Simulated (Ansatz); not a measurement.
Two members of one family (BN nanocrystals, H-capped), computed with Ansatz in the gas phase. The two geometries come from different levels. Binding counts from free atoms in the multiplicity of their measured ground term, without zero-point energy. The structures are stationary points that may keep the symmetry of their start.

First: B13N13H30, cut from zinc blende (singlet, charge 0, PBE-D4/def2-SVP geometry).

Cartesian coordinates in Å:
```
B 0.140 -0.899 1.772
B 2.552 -0.291 0.958
B 1.724 -2.719 0.737
B -0.395 -1.872 -0.560
B 2.020 -1.258 -1.362
B 0.955 1.575 2.031
B -1.405 0.935 2.839
B -1.934 -0.073 0.474
B -1.107 2.397 0.740
B 0.418 0.543 -0.322
B -0.133 -0.400 -2.709
B -1.662 1.387 -1.681
B -2.493 -1.040 -1.901
N 1.648 -1.370 1.589
N 0.099 0.439 2.629
N 2.445 1.036 1.838
N -0.433 -0.562 0.333
N 1.915 0.040 -0.456
N 1.125 -2.318 -0.689
N -0.962 -1.487 -1.995
N 1.386 -0.887 -2.779
N 0.371 1.845 0.582
N -1.925 1.246 1.361
N -2.464 0.269 -0.985
N -1.660 2.672 -0.732
N -0.166 0.870 -1.760
H -0.502 -1.773 2.334
H 3.734 -0.606 0.856
H 1.025 -3.584 1.258
H 2.900 -3.067 0.612
H -1.057 -2.779 -0.081
H 3.187 -1.598 -1.527
H 0.989 2.602 2.702
H -2.076 0.039 3.341
H -1.410 1.972 3.509
H -2.651 -0.917 0.990
H -1.130 3.447 1.375
H -0.513 -0.124 -3.843
H -2.085 1.713 -2.787
H -3.156 -1.918 -1.359
H -2.910 -0.750 -3.026
H 2.014 -1.649 2.509
H 0.413 0.221 3.585
H 2.848 0.846 2.767
H 3.058 1.775 1.464
H 2.514 0.758 -0.892
H 1.159 -3.201 -1.216
H -0.999 -2.341 -2.567
H 1.437 -1.717 -3.388
H 1.971 -0.198 -3.274
H 0.932 2.606 0.170
H -2.900 1.542 1.511
H -3.457 0.531 -0.915
H -2.624 3.028 -0.659
H -1.155 3.454 -1.174
H 0.382 1.607 -2.227
```

```csv
level,HOMO (eV),LUMO (eV),gap (eV),binding per atom (eV)
PBE-D4/def2-SVP,-5.41,-1.10,4.32,4.51
PBE0-D4/def2-SVP,-6.76,-0.20,6.56,4.44
```

Second: B15N15H34, cut from wurtzite (singlet, charge 0, r2SCAN-D4/def2-SVP geometry).

```xyz
64

B     1.339    0.103    3.024
N     2.302   -0.611    1.962
N    -0.108   -0.272    2.648
B    -0.206   -1.337    1.466
B    -2.686   -1.000    2.209
N    -1.686   -1.674    1.168
B     1.911   -0.219    0.480
N     2.887   -0.956   -0.525
N     0.462   -0.648    0.198
B     0.376   -1.680   -1.008
B    -2.106   -1.287   -0.317
N    -1.102   -2.018   -1.312
B     2.531   -0.599   -2.046
N     1.047   -0.952   -2.258
B    -1.503   -1.697   -2.820
N     1.522    1.652    2.779
B    -1.021    0.986    2.310
N    -2.463    0.546    1.984
B     1.126    2.109    1.301
N     2.080    1.320    0.307
N    -0.319    1.626    1.034
B    -0.432    0.618   -0.188
B    -2.891    0.998    0.506
N    -1.896    0.250   -0.481
B     1.708    1.767   -1.172
N     2.682    0.969   -2.152
N     0.265    1.282   -1.449
B     0.156    0.293   -2.691
B    -2.311    0.656   -1.959
N    -1.308   -0.134   -2.927
H     1.679   -0.209    4.154
H     2.102   -1.615    2.075
H     3.286   -0.472    2.201
H    -0.582   -0.729    3.436
H     0.430   -2.356    1.781
H    -2.362   -1.327    3.366
H    -3.837   -1.328    1.981
H    -1.831   -2.679    1.265
H     2.696   -1.965   -0.450
H     3.882   -0.824   -0.336
H     1.022   -2.704   -0.738
H    -3.243   -1.649   -0.534
H    -1.251   -3.021   -1.201
H     3.312   -1.172   -2.789
H     0.938   -1.623   -3.026
H    -0.725   -2.290   -3.591
H    -2.655   -2.023   -3.043
H     2.439    2.002    3.062
H     0.847    2.117    3.399
H    -1.000    1.790    3.251
H    -3.107    1.027    2.611
H     1.296    3.310    1.190
H     3.038    1.635    0.488
H    -0.942    2.403    0.782
H    -4.048    0.686    0.298
H    -2.743    2.228    0.415
H     1.884    2.964   -1.312
H     3.650    1.288   -2.085
H     2.376    1.216   -3.103
H    -0.357    2.058   -1.705
H     0.634    0.827   -3.700
H    -3.459    0.340   -2.207
H    -2.144    1.876   -2.132
H    -1.581    0.129   -3.874
```

Estimate how these quantities change from the first to the second (second minus first).


| level | Δ HOMO (eV) | Δ LUMO (eV) | Δ gap (eV) | Δ binding per atom (eV) |
| --- | --- | --- | --- | --- |
| PBE-D4/def2-SVP | 0.57 | -0.50 | -1.07 | 0.01 |
| PBE0-D4/def2-SVP | 0.64 | -0.53 | -1.17 | 0.01 |
